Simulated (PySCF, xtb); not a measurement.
Mo(NMe)(S)(F)(SH) (CH4FMoNS2), SMILES [S]=[Mo](=[N]C)([F])[SH], multiplicity 1.

GFN2-xTB in xtb at its own geometry gives an orbital gap of 2.08 eV and a dipole moment of 4.68 D.

Geometry: r2SCAN-D4/def2-SVP. The multiplicity is an assumed one; other spin states were not compared. The def2 effective core potentials stand for the cores of Mo; spin–orbit coupling is left out. Other conformers were not sampled.

What does ωB97X/def2-TZVP in PySCF give? (An estimate is asked for; the answer gives what the named calculation found.)

gap 8.85 eV (levels -9.82 and -0.97 eV), dipole 3.74 D.
